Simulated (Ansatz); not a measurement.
Compare A (`C[SiH2]BN`) with its isomer B (`BCN[SiH3]`).

Calculated with Ansatz (gas phase, PBE0-D4/def2-TZVP geometries, no zero-point term in ΔE). CBS: MP2 limit from def2 TZ/QZ plus the TZ coupled-cluster correction, frozen cores. DFT in def2-TZVPP. B3LYP here is the variant with VWN-RPA as its local correlation; programs differ in this. One conformer a species, not always the lowest.

A:

```xyz
12

C     1.028   -1.434    0.985
Si   -0.435   -0.283    0.711
B    -0.470    0.491   -1.152
N    -0.512    1.862   -1.356
H     1.973   -0.900    0.856
H     1.013   -1.859    1.991
H     1.007   -2.257    0.268
H    -0.392    0.812    1.733
H    -1.695   -1.044    0.967
H    -0.452   -0.206   -2.130
H    -0.536    2.286   -2.269
H    -0.529    2.532   -0.604
```

B:

```xyz
12

B    -1.213    0.119   -1.832
C    -0.054    0.280   -0.824
N    -0.247   -0.209    0.520
Si    0.945   -0.173    1.750
H    -1.088    0.579   -2.929
H    -2.214   -0.481   -1.554
H     0.247    1.342   -0.825
H     0.798   -0.213   -1.341
H    -1.072   -0.770    0.645
H     0.326   -0.729    2.981
H     2.167   -0.967    1.419
H     1.406    1.223    1.989
```

Question: Which isomer does CCSD(T)/CBS put lower? Give the gap. (Estimate.)

Answer: The calculation gave: A, by 162.5 kJ/mol.

Question: Give E(B) − E(A) in kJ/mol with B2PLYP, CCSD/def2-TZVPP, MP2/def2-TZVPP, ωB97M-V, PBE-D4, B3LYP-D4, B3LYP. (Best estimate.)

Answer: Computed: B2PLYP 161.1, CCSD/def2-TZVPP 159.7, MP2/def2-TZVPP 161.4, ωB97M-V 159.6, PBE-D4 175.4, B3LYP-D4 160.3, B3LYP 161.6. None reverses the order clearly.

Question: Does the order hold for the free energy at 298.15 K (harmonic terms from PBE0-D4)? (Estimate.)

Answer: Ansatz gave: Yes: G(B) − G(A) = +145.2 kJ/mol, for one conformer each.

Largest T1 diagnostic: 0.012.

From r2SCAN to r2SCAN0 (25 % exact exchange), in def2-TZVPP and without D4, E(B) − E(A) moves by −3.5 kJ/mol. At CCSD(T), def2-SVP lies +9.0 kJ/mol from the extrapolated value and def2-TZVPP +1.4 kJ/mol.
